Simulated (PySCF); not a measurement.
C4H12Ge2.
Bonds: Ge1–Ge2, Ge2–C3, C3–C4, C4–C5, C5–C6, C3–C6. Hydrogens: H7, H8, H9 on Ge1; H10, H11 on Ge2; H12 on C3; H13, H14 on C4; H15, H16 on C5; H17, H18 on C6.

Level: wB97X-D/def2-SVPD in PySCF, non-relativistic, on one gas-phase PBE0-D3(BJ)/def2-SVP geometry that isn't relaxed in the solvent. The solvent is an IEF-PCM continuum (Bondi radii, 1.10 Å for H, scaled by 1.2), and excitations are vertical TDDFT with non-equilibrium linear response and a frozen core. Only the electrostatic response of the medium enters. Spin–orbit coupling is left out although an atom past zinc is present.

Gas-phase singlets (H = HOMO, L = LUMO):

| state | E (eV) | λ (nm) | f | leading configurations |
| --- | --- | --- | --- | --- |
| S1 | 7.223 | 172 | 0.049 | H→L+1 65%, H→L+2 17% |
| S2 | 7.268 | 171 | 0.202 | H→L 76%, H→L+2 11% |
| S3 | 7.506 | 165 | 0.016 | H→L+3 84% |
| S4 | 7.511 | 165 | 0.059 | H→L+2 28%, H→L+1 23%, H-1→L+2 21% |
| S5 | 7.686 | 161 | 0.239 | H-1→L+1 62%, H→L+2 20% |

Give the list for acetone (ε = 20.49), n² = 1.85.

```json
{"state": "S1", "E (eV)": "7.172", "λ (nm)": "173", "f": "0.401", "leading configurations": "H→L 84%", "change by rank (eV)": "-0.051"}
{"state": "S2", "E (eV)": "7.213", "λ (nm)": "172", "f": "0.051", "leading configurations": "H→L+1 59%, H→L+2 30%", "change by rank (eV)": "-0.055"}
{"state": "S3", "E (eV)": "7.465", "λ (nm)": "166", "f": "0.084", "leading configurations": "H→L+2 28%, H→L+1 25%, H-1→L+2 20%", "change by rank (eV)": "-0.041"}
{"state": "S4", "E (eV)": "7.466", "λ (nm)": "166", "f": "0.028", "leading configurations": "H→L+3 76%", "change by rank (eV)": "-0.045"}
{"state": "S5", "E (eV)": "7.615", "λ (nm)": "163", "f": "0.312", "leading configurations": "H-1→L+1 52%, H-1→L 19%, H→L+2 17%", "change by rank (eV)": "-0.071"}
```

The ground-state energy changes by -0.030 eV from gas to acetone. By how much does the total energy of gas-phase S2 change?

E(S2) = E(S0) + excitation energy, so it changes by -0.030 − 0.096 = -0.126 eV: it is lowered more than the ground state, which is what a red shift means. This is the vertical state, with the slow part of the continuum still set for S0.

How do the frontier levels move from gas to acetone?

```tsv
orbital	gas (eV)	solvent (eV)	change (eV)	Löwdin shares, gas	Löwdin shares, solvent
LUMO+2	2.28	2.38	+0.10	Ge1 26 %, Ge2 23 %, C3 11 %, H8 9 %	Ge1 26 %, Ge2 23 %, C3 11 %, H8 10 %
LUMO+1	1.88	1.99	+0.11	Ge2 33 %, Ge1 14 %, H11 8 %, H10 8 %	Ge2 34 %, Ge1 17 %, H11 8 %, H10 8 %
LUMO	1.68	1.73	+0.05	Ge1 38 %, Ge2 13 %, H9 10 %, H7 10 %	Ge1 38 %, Ge2 13 %, H9 10 %, H7 10 %
HOMO	-9.41	-9.28	+0.13	Ge2 25 %, Ge1 23 %, C3 19 %, H8 5 %	Ge2 24 %, C3 21 %, Ge1 21 %, H8 5 %
HOMO-1	-9.88	-9.75	+0.13	Ge2 24 %, C3 15 %, Ge1 11 %, C6 8 %	Ge2 24 %, C3 14 %, Ge1 12 %, H10 8 %
HOMO-2	-10.64	-10.48	+0.16	C4 16 %, C6 16 %, C3 14 %, Ge2 11 %	C4 19 %, C6 19 %, C3 15 %, C5 8 %
HOMO-3	-10.85	-10.66	+0.19	C5 21 %, C3 17 %, C4 13 %, C6 13 %	C5 20 %, C3 17 %, C4 13 %, C6 13 %
```

The HOMO–LUMO gap goes from 11.09 to 11.01 eV.

Shape of the structure used: `[GeH3:1][GeH2:2][CH:3]1[CH2:4][CH2:5][CH2:6]1`: Ge1–Ge2–C3–C4 -51°.

Note: wB97X-D ran without an empirical dispersion term, which enters the total energy and its gradient alone.
